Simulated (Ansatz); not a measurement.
Cl₃GeH₃Si (`Cl[Si](Cl)(Cl)[GeH3]`). The species carries charge 0 and has multiplicity 1. All single points use the PBE0-D4/def2-TZVP geometry.

```xyz
8

Cl   -1.710   -0.828   -1.834
Si   -1.097    0.008   -0.074
Cl   -1.814    1.919    0.008
Cl   -1.933   -1.052    1.460
Ge    1.269   -0.009    0.085
H     1.848    0.798   -1.084
H     1.678    0.626    1.420
H     1.758   -1.461    0.019
```

Problem. What is the dipole moment at B3LYP/def2-TZVPP? (Estimate.)

Solution. Computed: 1.47 D, with components (1.47, -0.01, 0.10) D in this frame, pointing from negative to positive charge.

Problem. And with PBE, r2SCAN, ωB97M-V? (An estimate is asked.)

Solution. The calculation gave: PBE 1.40 D, r2SCAN 1.44 D, ωB97M-V 1.50 D.

Problem. Give the Mulliken charges with B3LYP, ωB97M-V, PBE in def2-TZVPP. (Best estimate.)

Solution. Ansatz gave: 
```csv
atom,B3LYP,ωB97M-V,PBE
Cl1,-0.20,-0.17,-0.17
Si2,0.56,0.47,0.46
Cl3,-0.20,-0.17,-0.17
Cl4,-0.20,-0.17,-0.17
Ge5,0.00,-0.10,0.01
H6,0.01,0.04,0.01
H7,0.01,0.04,0.01
H8,0.01,0.04,0.01
```

B3LYP here is the variant with VWN-RPA as its local correlation; programs differ in this.
